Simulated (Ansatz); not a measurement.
Species: bromo(fluoro)methane, CH2BrF, charge 0, multiplicity 1. SMILES: FCBr
Geometry from a B3LYP-D3(BJ)/def2-TZVP (Ansatz, an electronic-structure program) optimisation:
```xyz
5

F     -1.8086     0.8720    -0.1203
C     -1.1928    -0.3299     0.0514
Br     0.7524    -0.1183     0.0147
H     -1.4463    -0.7339     1.0269
H     -1.4520    -0.9932    -0.7682
```

Property: atomisation energy, in kcal/mol. Conventions: valence correlation only (noble-gas shells and the d and f shells of earlier blocks); no spin-orbit coupling; open shells spin-unrestricted; dispersion terms only where a functional's name holds one; LANL2DZ with its own core potentials from Na on; 6-31G* and kin with 6d, 5d where marked; non-relativistic; atomisation electronic, to ground-state atoms. Ab initio and DFT rows: single points at B3LYP-D3(BJ) geometries (Ansatz).

| level | program | atomisation energy (kcal/mol) |
|---|---|---|
| HF/STO-3G | Ansatz | 317.1 |
| SVWN5/6-31G* | Ansatz | 461.4 |
| SVWN5/6-31G* with LANL2DZ past Ar | Ansatz | 451.7 |
| PBE/3-21G | Ansatz | 393.6 |
| PBE/LANL2DZ | Ansatz | 375.0 |
| B3LYP/STO-3G | Ansatz | 442.5 |
| B3LYP/3-21G | Ansatz | 373.0 |
| B3LYP/6-31G* | Ansatz | 386.0 |
| B3LYP/6-31G* with LANL2DZ past Ar | Ansatz | 377.3 |
| MP2/LANL2DZ | Ansatz | 308.2 |
| MP2/6-31G* | Ansatz | 362.0 |
| r2SCAN-D4/def2-TZVPD | Ansatz + dftd4 | 391.7 |
| PBE0/def2-TZVPD | Ansatz | 389.8 |
| B2PLYP-D3(BJ)/def2-TZVPD | Ansatz + dftd3 | 384.9 |

No value to compare with is used here. The 11 habitual levels span 308.2 (MP2/LANL2DZ) to 461.4 kcal/mol (SVWN5/6-31G*); r2SCAN-D4/def2-TZVPD gives 391.7.

The levels are drawn from those run, B3LYP/6-31G* more often than the rest, none by its result; left out are runs that failed, that the program found above a lower state of the same kind, or whose <S^2> lies over 0.5 above the pure value.
